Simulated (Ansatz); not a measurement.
Relaxed structures of BH4SeS (charge +1), singlet (PBE0-D4/def2-TZVP; forces vanish, vibrations not checked; lower isomers may exist, and structures with a doubtful reference or unclear bonds are left out; Å). Computed with Ansatz 0.2.0 (basis: def2-TZVPP); correlated methods freeze the cores. Filled d shells of the heavier atoms are correlated. The def2 sets are not built for correlating such inner shells, so the correlated values are less sure here.

(1) Rank them by CCSD(T) energy, lowest first, and give each one's height above the lowest. Links in brackets join atoms within 1.22 times the sum of their covalent radii (1.1 for two metals). (To be estimated.)
A.
BH₄SeS ([BH2][SeH][SH]), total charge +1
```
7
angstrom
B -1.5272 0.4218 -0.6144
Se -0.5043 -1.0304 0.3472
S 1.5074 -0.1848 0.5093
H -2.6642 0.4936 -0.2934
H -0.9193 1.0078 -1.4416
H -1.0420 -0.7594 1.7002
H 2.0857 -1.3991 0.4185
```
B.
BH₄SeS ([BH2][Se][SH2]), total charge +1
```
7
angstrom
B -1.4443 0.4521 -0.6575
Se -0.6414 -0.5312 0.7764
S 1.5065 -0.1518 0.2152
H -2.6309 0.4118 -0.5958
H -0.7892 1.0091 -1.4730
H 2.0006 0.2200 1.4206
H 1.9986 -1.4101 0.3140
```
C.
BH₄SeS ([BH2][S][SeH2]), total charge +1
```
7
angstrom
B -1.4020 0.4315 -0.6283
Se 1.5278 -0.1318 0.1899
S -0.6142 -0.4683 0.6909
H -2.5859 0.3698 -0.5344
H -0.7944 1.0037 -1.4709
H 1.9930 0.2241 1.5509
H 1.9888 -1.5306 0.3514
```

T1 diagnostic: at most 0.013.

Results:

(1) Computed: B (0.00 kcal/mol), C (2.12 kcal/mol), A (10.63 kcal/mol). Heights count from the lowest.

For scale, one of the runs: CCSD(T)/def2-TZVPP, 177 basis functions, launched by `ansatz run in.yaml --threads 2 --pin off --events-out ev --progress --plain --max-ram 4352MiB`. Time: 49 s of wall clock on 2 CPU threads of an Arm Neoverse V1; the host was shared. Peak host memory: 1.5 GiB.
